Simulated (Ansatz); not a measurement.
`C[B]([GaH2])BF`, relaxed with RKS PBE0-D4/def2-TZVP in Ansatz from a GFN2-xTB geometry. The force threshold is 0.005 eV/Å; the program also tests the step.

The species carries charge 0 and has multiplicity 1.

Start:

```xyz
11

C    -0.980   -0.065    1.554
B     0.230    0.060    0.581
Ga    0.128   -0.827   -1.394
B     1.366    0.888   -0.121
F     0.912    1.295   -1.415
H    -1.047    0.705    2.321
H    -1.894   -0.007    0.950
H    -1.024   -1.037    2.051
H    -1.319   -0.545   -2.010
H     1.093   -1.422   -2.500
H     2.535    0.955   -0.017
```

Question: How much energy does the relaxation release, and in how many steps? (An estimate is asked.)

Answer: Computed: 58.62 kJ/mol, in 26 steps, 4 of them rejected.

Question: Which bonds change most? (Estimate.)

Answer: The calculation gave: B4–F5 from 1.430 to 1.334 Å; B2–B4 from 1.571 to 1.665 Å; B2–Ga3 from 2.167 to 2.092 Å; B4–H11 from 1.176 to 1.210 Å.

Question: Give the relaxed structure. (An estimate is asked.)

Answer: Ansatz gave: 
```xyz
11

C    -0.772   -0.118    1.380
B     0.085    0.097    0.086
Ga   -0.146   -1.198   -1.541
B     1.198    1.319   -0.114
F     0.896    2.503   -0.648
H    -0.305    0.238    2.301
H    -1.632    0.553    1.208
H    -1.190   -1.112    1.545
H    -1.285   -0.981   -2.609
H     0.786   -2.451   -1.761
H     2.366    1.150    0.153
```
